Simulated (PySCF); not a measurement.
## Relaxation of singlet [PtH3]+

Computed with PBE0 in PySCF with Pt def2-TZVP with ECP60, H def2-TZVP; scalar-relativistic core potentials, no spin–orbit coupling; density-fitted integrals. A (50,194) grid was used.

A start displaced from a saddle point along its imaginary mode, of C3v symmetry, held to at least that symmetry:

Coordinates in bohr (charge 1 multiplicity 1):
```
Pt    0.0000    0.0000    0.0035
H     2.9123    0.0000   -0.2268
H    -1.4562    2.5222   -0.2268
H    -1.4562   -2.5221   -0.2268
```

Optimiser trace:
```tsv
step	E − E(last) (kJ/mol)	largest gradient (Eh/bohr)
0	229.71	0.03618
1	150.67	0.05367
2	96.20	0.04606
3	48.86	0.03237
4	4.87	0.01832
5	2.45	0.02483
6	0.01	0.00129
7	0.00	0.00004
```

It ends at C3v with Pt–H 1.510 Å (×3); H–Pt–H 83.7° (×3). A frequency run shows a minimum. Other isomers or separated fragments may lie lower.

Final geometry:
```xyz
4
charge 1 multiplicity 1, angstrom
Pt    0.0000    0.0000    0.0147
H     1.1625    0.0000   -0.9484
H    -0.5812    1.0067   -0.9484
H    -0.5812   -1.0067   -0.9484
```

With an element this heavy the missing spin–orbit coupling can shift these numbers.

The relaxation took of the order of 16 core-seconds on a shared host.
